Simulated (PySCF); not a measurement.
CH₁₀N₂Si₃, SMILES [Si@H]1(N[Si@@H]([SiH2]1)C)N.

Coordinates come from a PBE0-D3(BJ)/def2-SVP optimisation. The structure was generated by enumeration; whether it is a known compound was not checked. One conformer was computed; it need not be the lowest.

Calculation: TDA-PBE/def2-SVPD (PySCF).

Vertical excitations. Gas-phase values at a fixed geometry.

### Question
Give excitation energies, oscillator strengths and character. (The exact figures need the calculation; the answer reports its results.)

### Answer

```csv
state,energy (eV),λ (nm),f,main pairs
S1,4.69,264,0.006,HOMO→LUMO 98 %
S2,5.17,240,0.054,HOMO→LUMO+1 86 %
S3,5.37,231,0.024,"HOMO−1→LUMO 48 %, HOMO→LUMO+2 31 %, HOMO−1→LUMO+1 11 %"
S4,5.41,229,0.054,"HOMO→LUMO+2 40 %, HOMO−1→LUMO 34 %, HOMO→LUMO+3 13 %"
S5,5.59,222,0.067,HOMO→LUMO+3 76 %
S6,5.68,218,0.033,"HOMO−1→LUMO+1 49 %, HOMO−1→LUMO+2 36 %"
T1,4.31,288,0,HOMO→LUMO 99 %
T2,4.62,268,0,HOMO→LUMO+1 98 %
```
Triplets are in the Tamm–Dancoff approximation.
